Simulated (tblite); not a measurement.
A tight-binding relaxation on `O=S(=O)(/C=C/C=C/Br)C(F)(F)F`.

Computed with GFN2-xTB geometry optimisation, gas phase (tblite 0.8.0). Start geometry: from a force field or distance geometry. A driver script takes a list of jobs; this job's settings line and coordinates (Å) are shown.

Input:
```
{"job": {"kind": "relax", "xc": "GFN2-xTB", "basis": "xTB"}, "charge": 0, "multiplicity": 1}
O     -1.668100    -1.644600    -0.947500
S     -1.652600    -0.209300    -0.474700
O     -1.956900     0.636800    -1.643100
C     -0.153100     0.213500     0.318900
C      1.035800    -0.192000    -0.071700
C      2.186300     0.248700     0.694000
C      3.378600    -0.151300     0.275200
Br     5.013400     0.316800     1.159400
C     -2.940000     0.077900     0.741500
F     -2.852200     1.425100     1.047900
F     -4.195200    -0.241700     0.246300
F     -2.661400    -0.594700     1.926400
H     -0.212400     0.834900     1.221300
H      1.112400    -0.816500    -0.960500
H      2.107700     0.883400     1.576100
H      3.450100    -0.778100    -0.586000
```

Output:
```
step      E/eV     max force
  0   -1150.46327    6.712
  1   -1151.06702    2.342
  2   -1151.18309    0.754
  3   -1151.24497    0.698
  4   -1151.28567    0.694
  5   -1151.30391    0.441
  6   -1151.32161    0.433
  7   -1151.33564    0.553
  8   -1151.34515    0.261
  9   -1151.34978    0.143
... (111 lines left out)
121   -1151.47767    0.015
122   -1151.47770    0.015
123   -1151.47772    0.012
124   -1151.47774    0.011
125   -1151.47776    0.012
126   -1151.47779    0.012
127   -1151.47781    0.016
128   -1151.47784    0.017
129   -1151.47786    0.012
130   -1151.47788    0.010
```

«max force» is the largest atomic force in eV/Å.

Problem. From which step on does the largest force stay under 0.1 eV/Å, and how much energy is left to gain from there?

Solution. From step 102 (0.048 eV/Å), 3.6 meV above the end.

In short: energy lowered by 23.4 kcal/mol over 130 steps; largest atomic force 0.010 eV/Å at the end.

Problem. Give the final coordinates.

Solution. 0.778 Å rms from the input after alignment:
```
atom  x, y, z in Å
O1    -1.4494   -1.0508   -1.4480
S2    -1.6894    0.1754   -0.7575
O3    -2.4456    1.2101   -1.3818
C4    -0.1858    0.8059   -0.0632
C5     0.8631   -0.0096    0.0149
C6     2.1388    0.3468    0.5737
C7     3.1532   -0.5207    0.6190
Br8    4.8232   -0.0922    1.3408
C9    -2.6181   -0.2915    0.8311
F10   -2.7022    0.7765    1.6256
F11   -3.8336   -0.7528    0.5969
F12   -1.9162   -1.2231    1.4797
H13   -0.2297    1.8276    0.2656
H14    0.7453   -1.0118   -0.3767
H15    2.2538    1.3500    0.9590
H16    3.0848   -1.5308    0.2442
```

The run took 0.92 s wall on one thread of an AMD EPYC 9R45, no GPU, shared host with 96 logical CPUs at a one-minute load of 17.
Labels such as C1 count atoms from 1, the log's own numbers from 0.
